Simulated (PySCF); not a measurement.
**CsS⁺ from Hartree–Fock to correlated methods**

State: ³Σ⁻ (triplet), unpaired electrons π ↑↑. Set-up: basis Cs def2-SVPD with ECP46, S def2-SVPD; scalar-relativistic core potentials; PySCF 2.14. De refers to Cs⁺ + S in their high-spin ground configurations, without counterpoise correction. The functionals are run spin-unrestricted. A positive dipole points towards S; it is taken about the centre of mass and depends on that origin.

```
      Level  Re (Å)  ωe (cm⁻¹)  De (eV)  μ (D)
        UHF   3.942       65.9    0.196  -2.59
    UHF-MP2   3.826       76.6    0.253    n/a
UHF-SCS-MP2   3.846       74.9    0.244    n/a
   UHF-CCSD   3.831       76.7    0.253    n/a
UHF-CCSD(T)   3.827       77.1    0.257    n/a
        LDA   3.614       92.4    0.325  -1.87
        PBE   3.796       73.5    0.248  -2.16
     r²SCAN   3.812       74.5    0.238  -2.30
       PBE0   3.775       75.0    0.242  -2.22
      B97-3   3.850       71.4    0.200  -2.36
       MN15   3.754       79.2    0.263  -2.26
```

The bond length runs from 3.614 Å (LDA) to 3.942 Å (UHF). De spans 0.20 eV (UHF, mean field) to 0.32 eV (LDA, local density). Correlation at CCSD(T) changes the Hartree–Fock bond energy by +0.06 eV; the triples alone change it by +0.01 eV.

Correlated steps freeze 5 core orbitals. The bond is weak. Basis-set superposition, not corrected here, can be much of De in a small basis, most of all at correlated wavefunction levels. Spin–orbit coupling is left out, which matters for elements this heavy, above all for dissociation energies. For an ion De counts to the pair picked by the measured ionisation energies or electron affinities, which need not be the lowest pair at this level. The state is the lowest determinant that a PBE0 search found; another state may lie lower at other levels.

The whole job (state search and all levels along the bond) took about 1.7 min on 1 thread of Oxide Virtual Turin-like (shared host), peak memory 0.74 GiB.
